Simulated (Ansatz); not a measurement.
`C[Si](C)(C)C#Cc1cnc(-c2cnc(-c3cnc(-c4cnc(C#C[Si](C)(C)C)s4)s3)s2)s1` with charge -1. The state is a doublet with charge -1. Geometry r2SCAN-D4/def2-SVP, that of the neutral singlet; atoms count from 1.

Cartesian coordinates in Å:
```
C 4.2857 -10.5808 0.9403
Si 4.4818 -9.5509 2.4984
C 3.5281 -10.3180 3.9234
C 6.2953 -9.3598 2.9476
C 3.7868 -7.8723 2.1633
C 3.3163 -6.7588 1.9325
C 2.7764 -5.4930 1.6641
C 1.8466 -5.1208 0.6954
N 1.4998 -3.8174 0.6610
C 2.1312 -3.1221 1.5857
C 1.9623 -1.7101 1.7878
C 2.5566 -0.8588 2.7141
N 2.1931 0.4375 2.6589
C 1.3109 0.6450 1.6977
C 0.7562 1.9429 1.4214
C 1.0532 3.1250 2.0965
N 0.4157 4.2322 1.6710
C -0.3930 3.9710 0.6633
C -1.1970 4.9732 0.0159
C -1.2386 6.3264 0.3505
N -2.0606 7.1000 -0.3835
C -2.6877 6.3994 -1.3088
C -3.6144 6.9021 -2.2403
C -4.4245 7.3347 -3.0578
Si -5.6362 8.0598 -4.2543
C -5.0463 9.7888 -4.6838
C -7.3168 8.1163 -3.4191
C -5.6854 6.9664 -5.7793
S -2.2719 4.6798 -1.3100
S -0.4042 2.2798 0.1725
S 0.8745 -0.7918 0.7884
S 3.2236 -4.0708 2.5807
H 4.6855 -11.5970 1.0942
H 4.8253 -10.1290 0.0927
H 3.2258 -10.6742 0.6544
H 3.6153 -9.7077 4.8364
H 2.4573 -10.4131 3.6829
H 3.9156 -11.3253 4.1510
H 6.4209 -8.7334 3.8452
H 6.8640 -8.8926 2.1279
H 6.7473 -10.3440 3.1564
H 1.4085 -5.8306 -0.0099
H 3.2839 -1.1887 3.4617
H 1.7617 3.1638 2.9263
H -0.6417 6.7489 1.1613
H -4.0495 9.7664 -5.1523
H -5.7431 10.2715 -5.3895
H -4.9815 10.4214 -3.7842
H -8.0693 8.5534 -4.0969
H -7.2866 8.7301 -2.5048
H -7.6592 7.1078 -3.1377
H -6.3988 7.3689 -6.5179
H -4.6969 6.9069 -6.2619
H -6.0018 5.9414 -5.5286
```

Single mean-field runs in def2-SVP are fitted with def2-universal-jkfit.

(1) Estimate the Mulliken populations of the heavy atoms from the PBE0/def2-SVP orbitals of Ansatz.

(2) Where does the spin sit?

(3) And the Mayer bond orders between heavy atoms (over 0.3)?

Results:

(1) 
| atom | charge (e) | spin (α − β) |
| --- | --- | --- |
| C1 | -0.31 | 0.00 |
| Si2 | 0.52 | 0.00 |
| C3 | -0.31 | 0.00 |
| C4 | -0.31 | 0.00 |
| C5 | -0.45 | 0.07 |
| C6 | 0.17 | -0.04 |
| C7 | -0.21 | 0.09 |
| C8 | 0.12 | -0.04 |
| N9 | -0.19 | 0.04 |
| C10 | -0.05 | 0.03 |
| C11 | -0.13 | 0.07 |
| C12 | 0.06 | 0.00 |
| N13 | -0.19 | 0.00 |
| C14 | -0.07 | 0.10 |
| C15 | -0.12 | 0.02 |
| C16 | 0.08 | 0.05 |
| N17 | -0.17 | -0.02 |
| C18 | -0.08 | 0.15 |
| C19 | -0.10 | -0.03 |
| C20 | 0.06 | 0.09 |
| N21 | -0.15 | -0.05 |
| C22 | -0.15 | 0.16 |
| C23 | 0.24 | -0.07 |
| C24 | -0.47 | 0.13 |
| Si25 | 0.52 | 0.00 |
| C26 | -0.31 | 0.00 |
| C27 | -0.31 | 0.00 |
| C28 | -0.31 | 0.00 |
| S29 | 0.09 | 0.05 |
| S30 | 0.07 | 0.07 |
| S31 | 0.12 | 0.08 |
| S32 | 0.09 | 0.05 |
Mulliken values depend strongly on the basis.

(2) Summed by element: C 0.77, Si 0.00, N -0.03, S 0.25, H 0.00, of 1 unpaired in all. Largest on single atoms: C22 0.16, C18 0.15, C24 0.13.

(3) C1–Si2 1.01 (1.88 Å); Si2–C3 1.01 (1.88 Å); Si2–C4 1.01 (1.88 Å); Si2–C5 0.89 (1.85 Å); C5–C6 2.67 (1.23 Å); C6–C7 1.08 (1.40 Å); C7–C8 1.43 (1.39 Å); C7–S32 1.05 (1.75 Å); C8–N9 1.41 (1.35 Å); N9–C10 1.59 (1.32 Å); C10–C11 1.22 (1.44 Å); C10–S32 1.07 (1.76 Å); C11–C12 1.39 (1.39 Å); C11–S31 1.08 (1.74 Å); C12–N13 1.46 (1.35 Å); N13–C14 1.56 (1.32 Å); C14–C15 1.22 (1.44 Å); C14–S31 1.06 (1.76 Å); C15–C16 1.38 (1.39 Å); C15–S30 1.09 (1.74 Å); C16–N17 1.44 (1.35 Å); N17–C18 1.58 (1.32 Å); C18–C19 1.21 (1.44 Å); C18–S30 1.05 (1.76 Å); C19–C20 1.38 (1.39 Å); C19–S29 1.11 (1.73 Å); C20–N21 1.42 (1.35 Å); N21–C22 1.57 (1.32 Å); C22–C23 1.02 (1.41 Å); C22–S29 1.03 (1.77 Å); C23–C24 2.67 (1.23 Å); C24–Si25 0.88 (1.85 Å); Si25–C26 1.02 (1.88 Å); Si25–C27 1.01 (1.88 Å); Si25–C28 1.02 (1.88 Å).
